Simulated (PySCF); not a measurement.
Compound: C5H8N3 (charge -1).
Geometry (GFN2-xTB, Å), atoms numbered from 1 in this order:
```
atom  x, y, z in Å
C1     1.9563   -0.4421    0.3372
C2     1.0659   -0.2466   -0.8918
C3    -0.0673    0.6869   -0.6166
N4    -0.0974    1.9624   -1.0476
N5    -1.2291    2.4906   -0.6262
N6    -1.9439    1.6214    0.0626
C7    -1.2485    0.4696    0.0940
C8    -1.7322   -0.7652    0.7810
H9     2.3700    0.5148    0.6497
H10    1.3732   -0.8463    1.1632
H11    2.7807   -1.1274    0.1251
H12    0.6740   -1.2235   -1.2069
H13    1.6632    0.1616   -1.7126
H14   -1.3636   -1.6580    0.2689
H15   -1.3863   -0.8043    1.8198
H16   -2.8225   -0.7849    0.7889
```

Definitions: NICS(0) = −σiso at the ring centroid; NICS(1) = −σiso and NICS(1)zz = −σzz at ±1 Å along the ring normal z. Level: GIAO PBE0/pcSseg-1 (PySCF, non-relativistic, gas phase) on the GFN2-xTB geometry, one conformer.

Ring bond lengths (Å), with Mayer bond orders in brackets: C3–N4 1.347 (1.42), N4–N5 1.318 (1.37), N5–N6 1.319 (1.37), N6–C7 1.346 (1.42), C7–C3 1.395 (1.39).

Question: What do the NICS probes read (ppm)?

Answer: 
| ring | type | NICS(0) | NICS(1), two faces | NICS(1)zz, two faces | rms pucker (Å) | centre to ring atoms, mean (Å) |
| --- | --- | --- | --- | --- | --- | --- |
| C3–N4–N5–N6–C7 | 5-membered ring with 3 N; formal bonds all aromatic | -11.0 | -13.5 / -13.9 | -33.5 / -34.8 | 0.00 | 1.14 |

Question: What can be read from them?

Answer: 
- C3–N4–N5–N6–C7: mean NICS(1)zz -34.2 ppm, shielded. For a flat ring without four-coordinate atoms the NICS criterion counts such a value as aromatic.

Question: And the bond-length index? HOMA takes Krygowski's 1993 parameters.

Answer: 
- C3–N4–N5–N6–C7: HOMA 0.99; the largest term is that of C3–N4, α(R − Ropt)² = 0.02. The geometric and the magnetic index point the same way.

Question: What field does 9.4 T along the ring normal induce along that normal at the first NICS(1) probe listed for ring C3–N4–N5–N6–C7, 1 Å off the ring?

Answer: NICSzz × B0 = -33.5 ppm × 9.4 T = -315 μT, against the applied field.

Question: What are the shieldings of the ring atoms and their hydrogens in the same run (means over atoms taken as equivalent)?

Answer: 
```tsv
atoms	environment	σ isotropic (ppm)	principal values of the symmetric part, first atom (ppm)
C3	substituted aromatic carbon	44.2	-35.8, 44.6, 123.9
N4	two-coordinate ring nitrogen	-111.4	-273.2, -193.0, 131.9
N5	ring nitrogen	-150.6	-395.8, -180.9, 124.9
N6	ring nitrogen	-115.1	-280.7, -200.0, 135.4
C7	substituted aromatic carbon	52.7	-38.3, 67.9, 128.7
```
